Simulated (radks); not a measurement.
Q: All-electron atom: Co I in [Ar] 3d7 4s2 (the NIST ground configuration). Method: non-relativistic Kohn-Sham, BLYP, spin-polarised, spherical densities, point nucleus; open shells are filled with parallel spins first; computed with a radial shooting solver on a logarithmic mesh with Libxc functionals. Some entries of the table are withheld. Estimate them.

| orbital | occ. | eigenvalue (eV) | r(max) (bohr) |
|---|---|---|---|
| 1s up | 1 | -7517.956 | 0.03750 |
| 1s down | 1 | -7517.953 | 0.03750 |
| 2s up | 1 | -883.4248 | 0.2161 |
| 2s down | 1 | -881.8517 | 0.2160 |
| 2p up | 3 | -767.0767 | 0.1732 |
| 2p down | 3 | -765.8997 | 0.1731 |
| 3s up | 1 | (1) | 0.6757 |
| 3s down | 1 | (2) | 0.6765 |
| 3p up | 3 | -66.2093 | 0.6803 |
| 3p down | 3 | -62.9879 | 0.6817 |
| 3d up | 5 | -9.5752 | (3) |
| 3d down | 2 | -6.7716 | (4) |
| 4s up | 1 | -5.5093 | (5) |
| 4s down | 1 | -5.0625 | (6) |

A: 
(1) 3s up eigenvalue (eV): -100.9378
(2) 3s down eigenvalue (eV): -97.6357
(3) 3d up r(max) (bohr): 0.6617
(4) 3d down r(max) (bohr): 0.6690
(5) 4s up r(max) (bohr): 2.303
(6) 4s down r(max) (bohr): 2.383
